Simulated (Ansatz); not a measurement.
CH3ClGa, charge +1, singlet, at a GFN2-xTB geometry (such geometries of metal compounds can be far from the true shape); PBE/def2-SV(P) (Ansatz, an electronic-structure program).

Here is a job for Ansatz.
Ansatz 0.2 input:
```yaml
crystal:
  periodic: [false, false, false]
  atoms:
    - {symbol: Ga, position_ang: [-0.02949605, 0.21092034, -0.17180108]}
    - {symbol: C, position_ang: [-0.25182895, 1.80077869, -1.46678940]}
    - {symbol: H, position_ang: [-1.09263920, 2.40726386, -1.11189005]}
    - {symbol: H, position_ang: [-0.45232670, 1.39490913, -2.46469233]}
    - {symbol: H, position_ang: [0.68104669, 2.37554123, -1.45535510]}
    - {symbol: Cl, position_ang: [0.19348649, -1.38358335, 1.12697102]}
basis:
  gaussian:
    orbitals: def2-SV_P_.json
    point_charges:
      - {charge: 0.5, position_ang: [4.3759, 0.3017, -5.1681]}
hamiltonian:
  xc: pbe
total_charge: 1
```
The basis file holds def2-SV(P) in the JSON format of the Basis Set Exchange.

### Question
Write the output that Ansatz gives for this input, abridged.

### Answer

```
Functional definition: PBE
858 factors; their error is unknown
mean field evaluation 1: about -65936.8533 eV, gradient 8.1e1 eV
mean field evaluation 2: about -65869.6673 eV, gradient 1.5e2 eV
mean field evaluation 4: about -65952.0091 eV, gradient 1.8e1 eV
mean field evaluation 8: about -65952.9392 eV, gradient 1.3e-1 eV
mean field evaluation 16: about -65952.8952 eV, gradient 3.4e-5 eV
mean field -65952.89523300 eV, -2423.7241953346 hartree, gradient 3.4e-5 eV, S^2 0.000000; 0 other end points of the search recorded, 0 dependent functions left out
reference -65952.89526527 eV, -2423.7241965207 hartree; 28, 28 occupied and 42, 42 virtual orbitals, 858 factors
Total energy: -65952.89526527 eV, -2423.7241965207 hartree
```
